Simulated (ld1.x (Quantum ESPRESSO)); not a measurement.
**Configuration tests for molybdenum (RRKJ)**

ld1.x (Quantum ESPRESSO) 7.5 input, shortened:

```
&input
   title='Mo', zed=42., rel=1, dft='PZ', iswitch=3,
   config='[Kr] 4d4 5s2 5p0'
 /
 &inputp
   pseudotype=2, tm=.false., lloc=0,
   nlcc=.true., new_core_ps=.true., rcore=1.05
 /
3
5P  2  1   0.00   0.00  3.60  3.60  0.0
4D  3  2   4.00   0.00  2.05  2.05  0.0
5S  1  0   2.00   0.00  3.10  3.10  0.0
 &test
   configts(1)='4d4 5s2 5p0'
 /
```

Energies are relative to the spin-unpolarised reference configuration 4d4 5s2 5p0; without spin polarisation the order of configurations can differ from experiment. Spin-polarised rows fill each open shell by Hund’s rule, majority spin first.

| valence configuration | charge | ΔE all-electron (eV) | error AE − PS (meV) |
| --- | --- | --- | --- |
| 4d5 5s0 5p0 | +1 | 7.047 | -147 |
| 4d4 5s0 5p0 | +2 | 22.750 | -41 |
| 4d4 5s1 5p0 | +1 | 8.123 | -5.9 |
| 4d6 5s0 5p0 | 0 | 0.683 | -298 |
| 4d5 5s0.5 5p0 | +0.5 | 2.725 | -118 |
| 4d4 5s2 5p0 (spin-polarised) | 0 | -2.152 | +77 |
| 4d5 5s1 5p0 (spin-polarised) | 0 | -4.062 | +18 |

Task: What are ΔE and the potential's error for 4d5 5s1 5p0?

Result: ΔE = -0.139 eV all-electron; the error (AE − PS) is -92 meV.

Task: What are ΔE and the potential's error for 4d4 5s1 5p1?

Result: ΔE = 3.621 eV all-electron; the error (AE − PS) is -4.8 meV.
